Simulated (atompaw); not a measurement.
## Reading a pseudo-wave (arsenic)

Columns: radius, all-electron u(r) and pseudo u(r) of the 3d shell (level -40.65 eV) of arsenic in the configuration [Ar] 3d10 4s2 4p3; PBE, scalar-relativistic, PAW (atompaw) scheme, atompaw 4.2.0.5.

| r (bohr) | all-electron | pseudo |
| --- | --- | --- |
| 0.073 | 0.0958 | 0.0025 |
| 0.146 | 0.3914 | 0.0193 |
| 0.219 | 0.7187 | 0.0615 |
| 0.292 | 0.9721 | 0.1344 |
| 0.365 | 1.1273 | 0.2362 |
| 0.438 | 1.1953 | 0.3585 |
| 0.512 | 1.1977 | 0.4895 |
| 0.585 | 1.1570 | 0.6098 |
| 0.658 | 1.0907 | 0.7066 |
| 0.731 | 1.0113 | 0.7692 |
| 0.804 | 0.9265 | 0.7930 |
| 0.877 | 0.8415 | 0.7801 |
| 0.950 | 0.7594 | 0.7379 |
| 1.023 | 0.6820 | 0.6774 |
| 1.096 | 0.6102 | 0.6100 |
| 1.169 | 0.5444 | 0.5444 |
| 1.242 | 0.4846 | 0.4846 |
| 1.315 | 0.4307 | 0.4307 |
| 1.388 | 0.3822 | 0.3822 |
| 1.462 | 0.3383 | 0.3383 |
| 1.535 | 0.2997 | 0.2997 |
| 1.608 | 0.2653 | 0.2653 |
| 1.681 | 0.2347 | 0.2347 |
| 1.754 | 0.2075 | 0.2075 |
| 1.827 | 0.1834 | 0.1834 |
| 1.900 | 0.1620 | 0.1620 |

How many radial nodes do the two functions have?

The all-electron 3d function has n − l − 1 = 0; the pseudo-wave has 0.

At about which radius was the pseudo-wave matched?

1.20 bohr. The columns agree to 0.0005 from 1.10 bohr on; several derivatives are matched, so the curves merge somewhat inside the radius.

Is the pseudo-wave norm-conserving?

No, it belongs to a PAW set: the norm inside the radius is not constrained, and the difference is carried by the augmentation charge.
